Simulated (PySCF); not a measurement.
Compound: C7H9ClOSi.
Z-matrix (Å and degrees, GFN2-xTB geometry), rows numbered from 1:
```
O 
C   1  1.2141
C   2  1.4647  1  124.46
C   3  1.3382  2  117.24  1  -179.48
C   4  1.5020  3  123.60  2   179.57
C   5  1.4982  4  109.60  3  -106.71
C   6  1.3221  5  125.87  4  -111.55
Cl  7  1.7240  6  123.84  5    -1.25
C   4  1.4989  3  118.85  2     0.85
Si  9  1.9097  4  105.83  3    -1.70
H   3  1.0803  2  119.37  1     0.92
H   5  1.0924  4  109.85  3    13.20
H   5  1.0917  4  109.64  3   133.21
H   6  1.0808  5  115.89  4    66.69
H   7  1.0783  6  123.12  5   179.54
H   9  1.0911  4  109.28  3  -124.43
H   9  1.0915  4  109.07  3   120.65
H  10  1.4609  2  112.77  1   -65.89
H  10  1.4606  2  112.95  1    63.01
```

NICS = −σ at a ghost point: NICS(0) at the centroid of the ring atoms, NICS(1) 1 Å to either side along the normal of their mean plane, zz for the tensor component along that normal. Level: GIAO PBE0/pcSseg-1 (PySCF, non-relativistic, gas phase) on the GFN2-xTB geometry, one conformer.

Ring bond lengths (Å), with Mayer bond orders in brackets: C2–C3 1.465 (1.02), C3–C4 1.338 (1.69), C4–C9 1.499 (1.04), C9–Si10 1.910 (0.88), Si10–C2 1.929 (0.85).

**Question.** Give the NICS values of each ring in ppm.

**Answer.** 
```
            ring                                                      type  NICS(0)  NICS(1), two faces  NICS(1)zz, two faces  rms pucker (Å)  centre to ring atoms, mean (Å)
C2–C3–C4–C9–Si10  5-membered ring with Si; formal bonds 1 double, 4 single      2.9         -2.2 / -2.0           -1.5 / -1.5            0.01                            1.38
```

**Question.** What do they say, and how far can they be read as aromaticity?

**Answer.** 
- C2–C3–C4–C9–Si10: mean NICS(1)zz -1.5 ppm, near zero. C9, Si10 have four or more neighbours; no verdict on aromaticity is drawn.

**Question.** What is the mean of the two in-plane components of NICS at the second NICS(1) probe listed for ring C2–C3–C4–C9–Si10, 1 Å off the ring?

**Answer.** The isotropic value is a third of the trace: (3 × -2.0 − (-1.5))/2 = -2.2 ppm.

**Question.** Give the inner angles of the rings and the Hirshfeld charges of the ring atoms.

**Answer.** 
- C2–C3–C4–C9–Si10: C2 107.3° (+0.055 e), C3 117.2° (-0.076 e), C4 118.8° (+0.046 e), C9 105.8° (-0.166 e), Si10 90.7° (+0.339 e); sum 540.0° against 540° for a flat convex ring.
